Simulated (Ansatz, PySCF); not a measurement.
Cl₂Re, SMILES [Cl][Re][Cl] (connectivity only; charge and spin as stated), neutral, multiplicity 6. Atoms are numbered in the order given.

```xyz
3

Re     0.0000     0.0000     0.0000
Cl     0.0000     0.0000    -2.3048
Cl     0.0000     0.0000     2.3048
```
Charge 0, spin multiplicity 6.

Coordinates come from a B3LYP-D3(BJ)/def2-TZVP optimisation. The multiplicity is an assumed one; other spin states were not compared. The def2 effective core potentials stand for the cores of Re; spin–orbit coupling is left out.

Two levels are set side by side: PBE-D3(BJ)/def2-TZVP (Ansatz, an electronic-structure program) and B3LYP-D3(BJ)/def2-TZVP (Ansatz). Each level has its own optimised geometry; the coordinates shown are those of the second. Frequencies come from the Hessian of PySCF at each geometry. Differences are taken from unrounded values.

| quantity | B3LYP-D3(BJ) |
|---|---|
| mean bond length (Å) | 2.305 |
| bond Re1–Cl2 (Å) | 2.305 |
| bond Re1–Cl3 (Å) | 2.305 |
| highest harmonic wavenumber (cm⁻¹) | 376 |
| mean harmonic wavenumber (cm⁻¹) | 212 |
| zero-point energy (kcal/mol) | 1.21 |

**Question.** What does PBE-D3(BJ) give, and how far is it from B3LYP-D3(BJ)? (The exact figures need the calculation; the answer reports its results.)

**Answer.** 
```
quantity                            PBE-D3(BJ)  PBE-D3(BJ) minus B3LYP-D3(BJ)
----------------------------------  ----------  -----------------------------
mean bond length (Å)                     2.291                         -0.014
bond Re1–Cl2 (Å)                         2.291                         -0.014
bond Re1–Cl3 (Å)                         2.291                         -0.014
highest harmonic wavenumber (cm⁻¹)         379                              3
mean harmonic wavenumber (cm⁻¹)            211                             -1
zero-point energy (kcal/mol)              1.21                          -0.01
```

Here PBE gives about what the other level gives.
